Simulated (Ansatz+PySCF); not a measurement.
The numbers below are computed, except where a source is named.
This PySCF input gave a total energy of -1058.50940 hartree.

```python
from pyscf import gto, scf

mol = gto.M(atom="""
K 0.000000 0.000000 -1.253520
Cl 0.000000 0.000000 1.400990
""", basis='def2-svp', charge=0, spin=0)
mf = scf.UHF(mol)
mf.kernel()
print(mf.converged, mf.e_tot, mf.spin_square()[0])
```

(1) Write an input for Ansatz with the same method and basis set.

## Answers

(1)

```yaml
crystal:
  periodic: [false, false, false]
  atoms:
    - { symbol: K, position_ang: [0.0, 0.0, -1.25352] }
    - { symbol: Cl, position_ang: [0.0, 0.0, 1.40099] }
basis:
  gaussian: { orbitals: def2-SVP }
magnetization:
  spin_polarized: true
hamiltonian:
  xc: hf
scf:
  omitted_lower_state_checks: [stability, starts, atomic_configurations, cluster_reference, orbital_swaps, given_window_search, neighbouring_geometries, increment]
```

Ansatz (development build ahead of 0.2.0) gave -1058.50940 hartree, 0.03 meV from the first.
